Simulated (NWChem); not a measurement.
Program: NWChem. System: C$_{2}$H$_{3}$O$_{2}$, charge 0, spin multiplicity 2, at a geometry optimised with UPBE0/def2-SVP. The structure started from a generated list of species. Its SCF solution wasn't tested for a lower state. Level: G0W0@UCAM-B3LYP/def2-SVPD, RI basis def2-svpd-rifit.

Job file:

```
start mol
memory heap 200 mb stack 700 mb global 1700 mb
geometry units angstroms nocenter noautoz
  C      0.336083    -1.416353     0.000000
  O      0.842647    -0.159786     0.000000
  C     -0.010431     0.884446     0.000000
  O     -1.201631     0.799631     0.000000
  H     -0.744778    -1.546618     0.000000
  H      1.085098    -2.203387     0.000000
  H      0.577638     1.822683     0.000000
  symmetry group Cs
end
basis spherical
  * library def2-svpd
end
basis "ri basis" bse spherical
  * library def2-svpd-rifit
end
dft
  xc xcamb88 1.00 lyp 0.81 vwn_5 0.19 hfexch 1.00
  cam 0.33 cam_alpha 0.19 cam_beta 0.46
  odft
  mult 2
  direct
  iterations 100
  tolerances tight
end
task dft energy
gw
  states alpha occ 4 vir 2
  states beta occ 4 vir 2
end
task dft gw
```

Output (cleaned and shortened):

```
             Northwest Computational Chemistry Package (NWChem) 7.3.0
             --------------------------------------------------------

                                NWChem Input Module
                                -------------------

 Scaling coordinates for geometry "geometry" by  1.889725989
 (inverse scale =  0.529177249)

 Turning off AUTOSYM since
 SYMMETRY directive was detected!

                             Geometry "geometry" -> ""
                             -------------------------

 Output coordinates in angstroms (scale by  1.889725989 to convert to a.u.)

  No.       Tag          Charge          X              Y              Z
 ---- ---------------- ---------- -------------- -------------- --------------
    1 C                    6.0000     0.33608300    -1.41635300     0.00000000
    2 O                    8.0000     0.84264700    -0.15978600     0.00000000
    3 C                    6.0000    -0.01043100     0.88444600     0.00000000
    4 O                    8.0000    -1.20163100     0.79963100     0.00000000
    5 H                    1.0000    -0.74477800    -1.54661800     0.00000000
    6 H                    1.0000     1.08509800    -2.20338700     0.00000000
    7 H                    1.0000     0.57763800     1.82268300     0.00000000

 Effective nuclear repulsion energy (a.u.)     115.0466162773

            Nuclear Dipole moment (a.u.)
            ----------------------------
        X                 Y               Z
 ---------------- ---------------- ----------------
    -0.0000037795    -0.0000075589     0.0000000000

      Symmetry information
      --------------------

 Group name             Cs
 Group number              2
 Group order               2
 No. of unique centers     7

      Symmetry unique atoms

     1    2    3    4    5    6    7


 Summary of "ao basis" -> "" (spherical)
 ------------------------------------------------------------------------------
       Tag                 Description            Shells   Functions and Types
 ---------------- ------------------------------  ------  ---------------------
[...]
     2   1 1 0      1.499472     22.647784     21.210284    -42.358595
     2   1 0 1      0.000000      0.000000      0.000000      0.000000
     2   0 2 0    -14.670791    -69.335544    -61.817825    116.482577
     2   0 1 1     -0.000000      0.000000     -0.000000      0.000000
     2   0 0 2    -17.801292     -9.970647     -7.830645      0.000000

 Task  times  cpu:       67.8s     wall:       67.8s

                                NWChem Input Module
                                -------------------

                                 NWChem GW Module
                                 ----------------

                             ***********************
                             ***        GW       ***
                             ***********************

 Summary of "ri basis" -> "ri basis" (spherical)
 ------------------------------------------------------------------------------
       Tag                 Description            Shells   Functions and Types
 ---------------- ------------------------------  ------  ---------------------
 C                      def2-svpd-rifit             20       64   7s6p5d2f
 O                      def2-svpd-rifit             20       64   7s6p5d2f
 H                      def2-svpd-rifit              9       23   4s3p2d

  int_init: cando_txs set to always be  F
  int_init: cando_txs set to always be  F

                 Memory Information
                 ------------------
          Available GA per process is          1699.8 MBs
          Available stack per process is        700.0 MBs
          Available heap per process is           0.0 MBs

          Peak memory in Initialization
              Peak GA per process is                 10.5 MBs
              Peak stack per process is               0.1 MBs
              Peak heap per process is               10.6 MBs
              Memory not in MA per process            0.0 MBs

          Peak memory in AFF Calculation
              Peak GA per process is                 82.1 MBs
              Peak stack per process is              65.5 MBs
              Peak heap per process is                0.0 MBs
              Memory not in MA per process           65.5 MBs

          Computing 2-center integrals
          Computing Inverse Cholesky factor
          Computing 3-center integrals
          Computing V_xc ...

          Computing Sigma_x
          Computing RPA polarizability
          Solving quasiparticle equations

                  Alpha Orbitals
          State     Energy (eV)     Error (eV)
          -----------------------------------
@GW        13        -13.499           0.002
@GW        14        -13.016           0.002
@GW        15        -11.123           0.002
@GW        16         -8.214           0.005
@GW        17          2.490           0.004
@GW        18          2.122           0.005

                   Beta Orbitals
          State     Energy (eV)     Error (eV)
          -----------------------------------
@GW        12        -15.446           0.003
@GW        13        -13.361           0.002
@GW        14        -12.484           0.002
@GW        15        -11.073           0.002
@GW        16          0.684           0.003
@GW        17          2.920           0.003

   Applying  -0.6584 eV scissor-shift to rest of particle states

   Applying   1.6751 eV scissor-shift to rest of hole states

   Applying  -0.7823 eV scissor-shift to rest of particle states

   Applying   1.5211 eV scissor-shift to rest of hole states

     GW Timing Statistics
   ------------------------
   Init.   :          0.0s
     ERIs  :          0.8s
     Distr.:          0.0s
     Vxc   :          4.2s
   Sigma_x :          0.0s
   RPA     :          5.3s
   Wmn     :          0.1s
   Sigma_c :          0.1s
   GW total:         10.5s

 Task  times  cpu:       10.5s     wall:       10.5s

 Total times  cpu:       78.3s     wall:       78.3s
```
